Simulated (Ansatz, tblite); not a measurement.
Forces on Al12P12, a nanocrystal cut from wurtzite AlP (bare) at its r2SCAN-D4/def2-SVP geometry. Total charge 0; singlet.

The xTB rows come from tblite. Single mean-field runs in def2-SVP are fitted with def2-universal-jkfit.

GFN2-xTB (tblite), largest force 0.89 eV/Å:

```xyz
24
positions Å, forces eV/Å
P    -2.282    0.029    3.815   -0.367    0.040    0.705
Al   -3.280    0.656    1.834    0.189   -0.695   -0.079
Al   -0.439    0.644    2.353    0.065   -0.035   -0.191
P    -1.725    2.104    0.896    0.395    0.750   -0.257
P     1.623    1.696    1.641   -0.419    0.039    0.779
Al    0.356    2.433   -0.298   -0.056   -0.192    0.041
Al    3.206    2.067   -0.018   -0.160   -0.347   -0.615
P     2.182    3.618   -1.382    0.347    0.680   -0.224
P    -4.443   -0.121    0.001   -0.795    0.011   -0.049
Al   -2.263    0.516   -0.865    0.196   -0.025    0.046
P    -0.631    1.539   -2.332   -0.884    0.004   -0.043
Al    1.591    1.954   -2.864    0.458   -0.303    0.473
Al   -1.592   -1.954    2.864   -0.456    0.304   -0.473
P     0.631   -1.539    2.333    0.886   -0.005    0.041
Al    2.264   -0.516    0.865   -0.198    0.025   -0.044
P     4.444    0.123   -0.003    0.794   -0.011    0.048
P    -2.183   -3.618    1.381   -0.347   -0.680    0.224
Al   -3.206   -2.067    0.017    0.160    0.346    0.616
Al   -0.356   -2.434    0.299    0.058    0.192   -0.039
P    -1.622   -1.698   -1.641    0.416   -0.037   -0.780
P     1.726   -2.104   -0.894   -0.398   -0.750    0.253
Al    0.439   -0.644   -2.352   -0.062    0.034    0.192
Al    3.280   -0.656   -1.835   -0.188    0.695    0.080
P     2.280   -0.030   -3.816    0.368   -0.041   -0.706
```

LDA (SPW92)/def2-SVP (Ansatz), largest force 0.15 eV/Å:

```
P 0.073 0.026 -0.055
Al 0.068 -0.097 -0.035
Al -0.048 -0.072 -0.104
P 0.073 -0.124 -0.037
P -0.068 -0.084 -0.103
Al 0.054 -0.122 -0.026
Al -0.062 -0.071 -0.078
P -0.073 -0.044 0.043
P 0.084 0.026 -0.035
Al 0.066 -0.064 0.099
P 0.056 -0.076 0.115
Al 0.037 -0.064 0.099
Al -0.037 0.065 -0.099
P -0.055 0.076 -0.116
Al -0.067 0.064 -0.099
P -0.085 -0.027 0.037
P 0.073 0.044 -0.043
Al 0.063 0.071 0.078
Al -0.054 0.122 0.026
P 0.066 0.084 0.103
P -0.075 0.124 0.035
Al 0.049 0.072 0.104
Al -0.067 0.098 0.035
P -0.072 -0.025 0.055
```

PBE0-D4/def2-SVP (Ansatz), largest force 0.14 eV/Å:

```
P 0.046 -0.001 -0.078
Al 0.050 -0.048 -0.027
Al -0.003 -0.043 -0.104
P 0.034 -0.136 -0.015
P -0.029 -0.066 -0.122
Al 0.007 -0.113 0.001
Al -0.047 -0.044 -0.035
P -0.045 -0.075 0.028
P 0.091 0.002 0.001
Al 0.089 -0.036 0.058
P 0.092 -0.059 0.091
Al 0.007 -0.040 0.062
Al -0.007 0.041 -0.062
P -0.090 0.058 -0.091
Al -0.090 0.036 -0.058
P -0.092 -0.003 0.000
P 0.045 0.075 -0.028
Al 0.047 0.044 0.035
Al -0.007 0.112 0.000
P 0.027 0.067 0.122
P -0.036 0.136 0.013
Al 0.003 0.043 0.104
Al -0.049 0.048 0.027
P -0.045 0.001 0.078
```
